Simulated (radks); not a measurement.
Results of a calculation; reference values are marked as such.
Neutral rhenium inside a hard spherical wall (all orbitals vanish at R), configuration held at [Xe] 4f14 5d5 6s2 and not refilled when levels cross. Code: a radial shooting solver on a logarithmic mesh with Libxc functionals. Model: scalar-relativistic Kohn-Sham, LDA (Slater exchange, Perdew-Wang correlation), spin-polarised, spherical densities, finite nucleus; open shells are filled with parallel spins first (spin-orbit coupling, left out, can overturn this in heavy ions); Fermi nuclear charge, rms radius 5.3698 fm. Eigenvalues in eV for spin up, with the zero of energy where the potential of the charges vanishes at infinity; a dash marks a level that is unbound or too diffuse for the functional's potential to be trusted. A positive occupied level is held by the wall or, in an anion where self-interaction has pushed it up, behind a barrier. The pressure on the wall is -dE/dV.

R (bohr)  E (hartree)  kinetic (hartree)    e(5p)    e(4f)   e(6s)   e(5d)  e(6p, empty)  e(7s, empty)  pressure (GPa)
free      -16679.9392          18420.606  -47.957  -42.408  -6.738  -6.500        -1.683        -0.055               0
15        -16679.9392          18420.606  -47.957  -42.408  -6.738  -6.500        -1.681         0.254        < 0.0001
12        -16679.9392          18420.607  -47.954  -42.406  -6.736  -6.497        -1.663         0.708        0.000454
10        -16679.9389          18420.610  -47.934  -42.386  -6.719  -6.479        -1.592         1.534         0.00801
8         -16679.9359          18420.638  -47.785  -42.235  -6.593  -6.341        -1.251         3.781           0.150
7         -16679.9278          18420.699  -47.506  -41.950  -6.346  -6.087        -0.722         6.347           0.678
6         -16679.8993          18420.880  -46.815  -41.230  -5.686  -5.465         0.502        11.285            3.26
3.5       -16678.7908          18425.672  -37.192  -30.325   8.530   4.133        21.481        70.984             330
1.5       -16617.5591          18630.433   97.428   94.977  379.46  174.47        442.40        889.22          185000
